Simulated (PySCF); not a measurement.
Computed IR spectrum (relative IR intensity) of a molecule C2H3O2, multiplicity 2. Geometry optimised at PBE-D3(BJ)/def2-SVP. One conformer was computed; it need not be the lowest. Computed with PBE-D3(BJ)/def2-SVP in PySCF. No scaling factor is applied to the harmonic values.

ν (cm⁻¹): 54 (vw), 267 (s), 545 (s), 596 (w), 663 (s), 848 (s), 910 (m), 1276 (m), 1356 (s), 1384 (m), 1640 (vs), 3172 (w) (against the strongest line: vs over 80 %, s over 45 %, m over 15 %, w over 4 %, vw less)

Task: Which molecule gave these data?
(A) CC([O])=O
(B) [CH2]C(=O)O
(C) CO[C]=O
(D) [CH2]OC=O

Result: A, CC([O])=O
